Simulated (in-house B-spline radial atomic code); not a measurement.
Computed with a B-spline radial atomic code. Model: two electrons, singlet ground state, non-relativistic, full CI in B-splines with partial waves to l = 8 (at full coupling up to 3e-4 hartree above the limit, correlation up to 0.6 % small), density held at that of full coupling by Lieb maximisation.

W(λ) is the mean repulsion in the state of coupling λ less the Hartree energy of the fixed density. Its start is exact exchange, its initial slope is twice the second-order Görling-Levy correlation energy, and its area from 0 to 1 is E_xc. A straight curve means weak, dynamic correlation, and a curve that drops fast and flattens means strong correlation.

Command:
```bash
python run_ac.py task.json out
```
Settings (lengths in bohr, energies in hartree):
```
potential              coulomb
strength               2.45
lmax                   8
wall_radius            0.624
```

Run time, properties included: 1.7 s on 1 thread of Intel(R) Xeon(R) Processor @ 2.30GHz (shared host).

**W = mean repulsion less Hartree energy, and W of three functionals.**

Given: confinement point charge; nuclear charge 2.45; hard wall radius 0.624 bohr; external potential -Z/r.

Computed: LDA exchange minus exact 450.67 millihartree; SCAN exchange minus exact 1.8499 millihartree.

| coupling | W xc (hartree) | W xc minus exchange (millihartree) | kinetic minus Kohn-Sham (millihartree) | LDA (PW92) W minus its exchange (millihartree) | PBE W minus its exchange (millihartree) | SCAN W minus its exchange (millihartree) |
| --- | --- | --- | --- | --- | --- | --- |
| 0 | -3.1498 | 0 | 0 | 0 | 0 | 0 |
| 0.02 | ? | ? | ? | ? | ? | ? |
| 0.05 | -3.1547 | -4.985 | 0.1 | -31.42 | -7.47 | -4.82 |
| 0.12 | -3.1617 | -11.897 | 0.7 | -62.82 | -17.82 | -11.43 |
| 0.25 | ? | ? | ? | ? | ? | ? |
| 0.4 | -3.1886 | -38.806 | 7.7 | -154.2 | -57.56 | -36.86 |
| 0.6 | -3.2071 | -57.329 | 16.9 | -204.97 | -84.25 | -54.21 |
| 0.8 | -3.2251 | -75.294 | 29.5 | -249.24 | -109.65 | -70.99 |
| 1 | -3.2425 | -92.723 | 45.2 | -288.92 | -133.87 | -87.24 |
| 1.4 | -3.2758 | -126.05 | 85.1 | -358.46 | -179.18 | -118.31 |
| 2 | -3.3223 | -172.51 | 163.9 | -446 | -240.54 | -161.75 |
| 3 | -3.3914 | -241.62 | 335.9 | -563.74 | -329.12 | -227.04 |
| 4.5 | -3.479 | -329.22 | 662.2 | -700.53 | -438.74 | -311.58 |
| 7 | -3.5931 | -443.33 | 1311.3 | -868.3 | -580.49 | -425.84 |
| 10 | -3.6944 | -544.6 | 2164.3 | -1013.7 | -708.14 | -532.06 |

Question: What belongs in the row 0.02?

Answer: W xc (hartree): -3.1518; W xc minus exchange (millihartree): -1.998; kinetic minus Kohn-Sham (millihartree): 0; LDA (PW92) W minus its exchange (millihartree): -14.8; PBE W minus its exchange (millihartree): -2.99; SCAN W minus its exchange (millihartree): -1.94.

Question: What belongs in the row 0.25?

Answer: W xc (hartree): -3.1743; W xc minus exchange (millihartree): -24.535; kinetic minus Kohn-Sham (millihartree): 3; LDA (PW92) W minus its exchange (millihartree): -109.55; PBE W minus its exchange (millihartree): -36.62; SCAN W minus its exchange (millihartree): -23.42.

Question: What is the PBE exchange minus exact?

Answer: 140.7 millihartree.

**Energy parts, natural occupations and partial-wave weights.**

Computed: total energy 7.7530 hartree; exchange energy -3.1498 hartree; correlation energy -0.047558 hartree; kinetic part of the DFT correlation energy 0.045166 hartree; initial slope twice GL2 -0.10006 hartree; Hartree energy 6.2995 hartree; Kohn-Sham kinetic 26.825 hartree.

```tsv
natural	occupation of the shell (electrons)
s	1.9979
p	?
s	0.0001192
d	9.323e-05
p	1.7739e-05
f	1.2805e-05
```

Question: What belongs in the row p?

Answer: occupation of the shell (electrons): 0.0018258.

| wave | weight |
| --- | --- |
| s | 0.99902 |
| p | 0.00092226 |
| d | 4.8678e-05 |
| f | ? |
| g | 1.6404e-06 |

Question: What belongs in the row f?

Answer: weight: 6.9687e-06.

Question: What is the Lieb Oxford ratio E_xc over LDA exchange?

Answer: 1.1846.

Question: What is the kinetic part over minus potential part?

Answer: 0.4871.

Half-way to full coupling W has made 52 % of its drop, against 50 % for a straight line, and second-order (GL2) theory, half the initial slope, overshoots the correlation energy by about 5 %: correlation is weak here. Over couplings 0 to 1 the errors in E_xc come to about +328 millihartree for LDA, +119 millihartree for PBE, +4.4 millihartree for SCAN, so SCAN is nearest. In LDA and PBE the errors of exchange and correlation have opposite signs, so the sum is smaller than the larger of the two.
